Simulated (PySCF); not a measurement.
Polarisability and C₆ of Se³⁺ (selenium, charge +3)

[Ar] 3d10 4s2 4p1, 2P determinant. Computed with PySCF 2.14 in aug-cc-pVQZ-PP with ECP10MDF, with a scalar-relativistic core potential. Coupled (time-dependent) response in atomic units; α is the mean over directions.

```csv
method,mean α (bohr³),"α xx, yy, zz",C₆ (like pair),S(−4)
UHF,6.931,"7.144, 6.507, 7.144",24.25,17.47
PBE,6.490,"6.610, 6.251, 6.610",22.30,14.65
PBE0,6.592,"6.745, 6.285, 6.745",22.74,15.24
```

S(−4) is the Cauchy moment in α(ω) = α(0) + S(−4) ω² + …

Spin-orbit coupling is absent.

α(iu) at UHF:

```json
{"u (hartree)": "0", "α(iu) (bohr³)": "6.931"}
{"u (hartree)": "0.0500", "α(iu) (bohr³)": "6.888"}
{"u (hartree)": "0.100", "α(iu) (bohr³)": "6.762"}
{"u (hartree)": "0.200", "α(iu) (bohr³)": "6.305"}
{"u (hartree)": "0.300", "α(iu) (bohr³)": "5.680"}
{"u (hartree)": "0.500", "α(iu) (bohr³)": "4.351"}
{"u (hartree)": "0.750", "α(iu) (bohr³)": "3.041"}
{"u (hartree)": "1.00", "α(iu) (bohr³)": "2.182"}
{"u (hartree)": "1.50", "α(iu) (bohr³)": "1.268"}
{"u (hartree)": "2.00", "α(iu) (bohr³)": "0.8407"}
{"u (hartree)": "3.00", "α(iu) (bohr³)": "0.4669"}
{"u (hartree)": "5.00", "α(iu) (bohr³)": "0.2185"}
```

A single London oscillator, α(iu) = α/(1 + u²/ω²), gives C₆ = (3/4) ω α². Matching the computed C₆ needs ω = 4 × 24.25 / (3 × 6.931²) = 0.673 hartree.

For an ion, C₆ is the dispersion term alone; charge-induced terms of lower order in 1/R come first.

The components differ because the open shell of this determinant is not spherical; for a pure term their mean is the scalar polarisability.

Energies and moments cover only the electrons outside the core potential.
